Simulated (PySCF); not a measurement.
## Correlation energy of Mo(2+) (molybdenum, charge +2)

[Kr] 4d4, high-spin 5D determinant. Calculation: PySCF 2.14, in x2c-TZVPPall with one added diffuse shell each of s, p, d, f type (9s7p7d3f1g, 95 functions); the spin-free X2C one-electron Hamiltonian (Gaussian nucleus). Frozen: [Kr]; 4 electrons correlated.

| level | correlation energy (mhartree) |
| --- | --- |
| CCSD | -39.87 |
| (T) | -0.37 |
| CCSD(T) | -40.24 |

Diagnostics: T1 = 0.0011, D1 = 0.0020, largest double amplitude 0.023.

Cost of the coupled-cluster step: of the order of 8 core-seconds, for 4 correlated electrons.

Iterations:

```
CC2 = 0
CCSD nocc = (np.int64(4), np.int64(0)), nmo = (77, 77)
frozen orbitals [[0, 1, 2, 3, 4, 5, 6, 7, 8, 9, 10, 11, 12, 13, 14, 15, 16, 17], [0, 1, 2, 3, 4, 5, 6, 7, 8, 9, 10, 11, 12, 13, 14, 15, 16, 17]]
max_cycle = 100
direct = 0
conv_tol = 1e-08
conv_tol_normt = 1e-06
diis_space = 8
diis_start_cycle = 0
Init t2, MP2 energy = -0.0345138522958419
Init E_corr(UCCSD) = -0.034513852295859
cycle = 1  E_corr(UCCSD) = -0.0390646447937904  dE = -0.0045507925  norm(t1,t2) = 0.0150014
cycle = 2  E_corr(UCCSD) = -0.0397202548112883  dE = -0.000655610017  norm(t1,t2) = 0.00324975
cycle = 3  E_corr(UCCSD) = -0.0398774638117838  dE = -0.000157209  norm(t1,t2) = 0.0011208
cycle = 4  E_corr(UCCSD) = -0.0398651624735585  dE = 1.23013382e-05  norm(t1,t2) = 0.000278958
cycle = 5  E_corr(UCCSD) = -0.0398661838020603  dE = -1.0213285e-06  norm(t1,t2) = 6.6234e-05
cycle = 6  E_corr(UCCSD) = -0.0398661947453145  dE = -1.09432542e-08  norm(t1,t2) = 2.05425e-05
cycle = 7  E_corr(UCCSD) = -0.0398661789548373  dE = 1.57904772e-08  norm(t1,t2) = 8.655e-06
cycle = 8  E_corr(UCCSD) = -0.0398661709048606  dE = 8.04997671e-09  norm(t1,t2) = 1.51365e-06
cycle = 9  E_corr(UCCSD) = -0.0398661754166982  dE = -4.51183758e-09  norm(t1,t2) = 1.81714e-07
UCCSD converged
E(UCCSD) = -4045.448900308188  E_corr = -0.03986617541669821
UCCSD(T) correction = -0.000372965250906855
```
